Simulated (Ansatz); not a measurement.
Ansatz results at the PBE0-D4/def2-TZVP geometry: zero-point energy (PBE0-D4/def2-TZVP) 154.8 kJ/mol; size of the dipole moment (ωB97M-V/def2-TZVPP) 0.62 D; size of the dipole moment (B3LYP/def2-TZVPP) 0.62 D.

Each molecule was computed in one conformer, which needn't be the lowest.

**Question.** Which molecule gave them?
A. `[CH3][Al]([NH2])[Br]`
B. `[CH3][Al]([OH])[SH]`
C. `O=C=[N][AlH][F]`
D. `[Cl][Al]([Br])[Br]`

**Answer.** B. The others give `O=C=[N][AlH][F]`: 61.1, 1.65, 1.67; `[CH3][Al]([NH2])[Br]`: 164.7, 2.44, 2.42; `[Cl][Al]([Br])[Br]`: 10.6, 0.11, 0.16.

B3LYP here is the variant with VWN-RPA as its local correlation; programs differ in this.
